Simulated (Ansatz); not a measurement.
The cluster Cu₅Te₄⁻. Total charge -1; singlet. Geometry PBE-D4/def2-SVP; atoms count from 1.

```xyz
9

Cu    0.387    1.484   -0.228
Cu   -1.208   -1.105    2.363
Cu    0.759   -0.478    1.307
Cu    0.657   -0.757   -1.207
Cu   -1.471   -0.290    0.225
Te   -3.519    0.095   -1.173
Te    2.542    1.449    1.073
Te    2.845   -1.263   -0.070
Te   -0.994    0.867   -2.289
```

In the def2 sets Te takes a core potential; there is no spin–orbit coupling. Another isomer (singlet) lies 3.27 eV lower at PBE0-D4/def2-SVP; other spin states weren't run for this one.

Question: Estimate the Mulliken populations from the PBE0/def2-SVP orbitals of Ansatz.

Answer: 
```
atom  charge (e)  d electrons
 Cu1        0.07         9.75
 Cu2       -0.10         9.84
 Cu3        0.01         9.72
 Cu4        0.06         9.75
 Cu5        0.06         9.72
 Te6       -0.41            –
 Te7       -0.27            –
 Te8       -0.27            –
 Te9       -0.16            –
```
Mulliken values depend strongly on the basis.

Question: And the Mayer bond orders between heavy atoms (over 0.3)?

Answer: Cu1–Te7 0.73 (2.52 Å); Cu1–Te9 0.64 (2.56 Å); Cu2–Cu3 0.68 (2.32 Å); Cu2–Cu5 0.66 (2.30 Å); Cu3–Cu5 0.31 (2.49 Å); Cu3–Te7 0.49 (2.64 Å); Cu3–Te8 0.51 (2.62 Å); Cu4–Te8 0.73 (2.52 Å); Cu4–Te9 0.64 (2.56 Å); Cu5–Te6 0.70 (2.51 Å); Te6–Te9 0.89 (2.87 Å); Te7–Te8 0.88 (2.96 Å).
